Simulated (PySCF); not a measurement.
**NMR data sheet: C$_{6}$H$_{6}$FN**

| Property | Result |
| --- | --- |
| Formula | C6H6FN |
| SMILES | C=C/C(C)=C(/F)C#N |
| InChI | InChI=1S/C6H6FN/c1-3-5(2)6(7)4-8/h3H,1H2,2H3/b6-5+ |
| Point group of the computed structure | Cs |
| Degrees of unsaturation | 4 |
| Carbon signals | 6 |
| Proton signals | 4 |

Mapped SMILES: `[CH2:1]=[CH:2]/[C:3]([CH3:4])=[C:5](/[F:6])[C:7]#[N:8]`. Each H is labelled by its parent atom. Ha(C1) is cis to C3; Hb(C1) is trans to C3.

[PySCF: GFN2-xTB structure; shielding tensors at PBE0/pcSseg-1 (GIAO); equivalent nuclei averaged; isolated molecule; non-relativistic Hamiltonian; a single conformation]

δ = σ(ref) − σ, references computed at the same level: ¹H, ¹³C vs TMS; CFCl3 for ¹⁹F; ¹⁵N against NH3.

| carbon | δC, type | δH (multiplicity) | HMBC from (2–3 bonds) | span of the C tensor (ppm) |
| --- | --- | --- | --- | --- |
| C1 | 128.5, CH2 | Hb(C1) 5.92 (m); Ha(C1) 5.93 (m) | H(C2) | 227 |
| C2 | 140.2, CH | 7.15 (m) | Ha(C1), Hb(C1), H(C4) | 224 |
| C3 | 144.3, C | – | H(C2), Ha(C1), Hb(C1), H(C4) | 216 |
| C4 | 12.1, CH3 | 2.11 (s) | H(C2) | 28 |
| C5 | 143.3, C | – | H(C2), H(C4) | 119 |
| C7 | 116.8, C | – | – | 335 |

Other nuclei:
```
atoms  nucleus       environment  δ (ppm)  σ (ppm)
   F6      ¹⁹F  vinylic fluorine   -132.8    303.8
   N8      ¹⁵N  nitrile nitrogen    339.9    -72.1
```

Carbon types of the structure: 3 × C, 1 × CH, 1 × CH2, 1 × CH3, which accounts for all hydrogens. δC 144.3, 143.3: fully substituted alkene carbon; as expected for a trigonal carbon in a double bond. δC 140.2: alkene CH; an sp2 carbon of a C=C bond. δC 128.5: terminal =CH2 carbon; as expected for a trigonal carbon in a double bond. δC 116.8: nitrile carbon; C≡N carbons fall here, among the sp2 signals but without a proton. δH 2.11: hydrogen on an allylic methyl carbon; allylic position.

Splittings by ¹⁹F in the carbon and heteronuclear signals aren't shown, as no couplings were computed. Shifts are as computed. Against solution values, carbons near 30 ppm lie about +3 ppm off and those near 130 ppm about +5 ppm (rms about the fit 2.1 ppm; single classes can miss by 10 ppm). Of 1328 compounds with measured shifts, 309 miss one by over three times the rms of a fit or turn the order of signals round; such compounds aren't used in these exercises. Signals without a measured value on file couldn't be tested in this way; 1H shifts scatter by 0.2 ppm about their fit, and single ones miss by 0.5 ppm. Unscaled 19F shifts against computed CFCl3 carry errors that often reach 10 to 50 ppm. Experimental scales use liquid or dissolved standards, which lie at an offset from isolated NH3 (liquid NH3: subtract about 20 ppm). Unscaled 15N shifts of sp2 nitrogen often come out too high even then, by a few to some tens of ppm. No couplings were computed; multiplicities are counted from neighbouring protons, with m where these are inequivalent, close in shift, in a saturated or five-membered ring or joined by F or P, and br s for small geminal =CH2 splittings.
